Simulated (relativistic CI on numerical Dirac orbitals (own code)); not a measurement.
**Crystal-field levels of Pd³⁺, 4d7**

Calculated by Dirac-Coulomb-Breit CI, KLI orbitals optimised for each configuration, QED by a radiative potential, one configuration in a parametric crystal field, unscaled Slater integrals (own radial code). With so little scaling, terms lie 10 to 35 % too far apart, which can change the order of excited levels.

Field parameters in Wybourne normalisation: Oh B⁴₀ = 21Dq, B⁴₄ = √(5/14) B⁴₀. The field is a parameter set, without covalency.

S is read from ⟨S²⟩ = S(S + 1).

Levels (cm⁻¹, degeneracy): 0 (2), 793 (4), 1875 (4), 3072 (2), 6684 (4), 14790 (4), 15389 (2), 15639 (4), 16196 (2), 18722 (4), 20041 (2), 20587 (4).

Q: Which field gives this pattern?
A. Oh, 10Dq = 29900 cm⁻¹
B. Oh, 10Dq = 39500 cm⁻¹
C. Oh, 10Dq = 34700 cm⁻¹
D. Oh, 10Dq = 15550 cm⁻¹

A: D. Oh, 10Dq = 15550 cm⁻¹, ground level with S = 1.49.
